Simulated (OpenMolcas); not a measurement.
# Ti, Zr, Hf: d2 s2 down the group

| Property | Result |
| --- | --- |
| Program | OpenMolcas |
| Method | SS-CASPT2, IPEA 0.25 Eh, imaginary shift 0.1 Eh |
| Basis | ANO-RCC-VQZP |
| Scalar Hamiltonian | DKH2, point nucleus |
| Spin-orbit coupling | state interaction with AMFI integrals over the reference wave functions, term energies averaged over their components |

Active space for each ion: 4 electrons in 11 orbitals (d s d); closed shells correlated by CASPT2: Ti 3s 3p; Zr 4s 4p; Hf 5s 5p.

Computed levels in cm-1 above 3F2:

| Level | Ti | Zr | Hf |
| --- | --- | --- | --- |
| 3F3 | 191 | 606 | 2700 |
| 3F4 | 437 | 1315 | 5190 |
| 1G4 | 11200 | 7870 | 10980 |
| weight of 3F in the lowest level (%) | 100 | 98 | 90 |

Measured, with the error of the calculation in %. Measured levels: Ti, Zr, Hf from NIST Handbook of Basic Atomic Spectroscopic Data.

```
Level            Ti           Zr            Hf
  3F3   170 (+12.2)   570 (+6.2)  2357 (+14.7)
  3F4   387 (+13.0)  1241 (+6.0)  4568 (+13.7)
  1G4  12118 (-7.6)  8057 (-2.3)  10533 (+4.2)
```

The fine-structure level 3F4 changes by a factor of 11.9 from Ti to Hf.

Without spin-orbit coupling 1G lies 10950, 7090, 7320 cm-1 above 3F in that order; the difference to the level 1G4, of either sign, comes from spin-orbit coupling, which also lowers the zero.

CASPT2 does not keep the components of a term degenerate, so their means are used; among the terms shown or strongly mixed into the levels shown the widest spread is 850 cm-1 (3d2 4s2 3F, Ti). Over all roots computed the reference weight is 0.86 to 0.92 in Zr; the roots of lowest weight are the least certain, and an intruder state may touch them. Some high roots are left out of the spin-orbit mixing, which shifts the levels that they would mix with. Terms from blocks run as CI alone lack orbitals of their own. Active for correlation alone: 4d; no level in the range computed is led by a configuration that fills it, so any true level of that kind is missing (holds for Ti). Active for correlation alone: 5d; no level in the range computed is led by a configuration that fills it, so any true level of that kind is missing (holds for Zr). Active for correlation alone: 6d; no level in the range computed is led by a configuration that fills it, so any true level of that kind is missing (holds for Hf). Computed and measured levels are paired by configuration, term and J; levels that our copy of the source lacks, or whose pairing is in doubt (as where it misses far off the trend of its configuration), stay unpaired and out of the deviations. Levels of configurations outside the active space are missing.
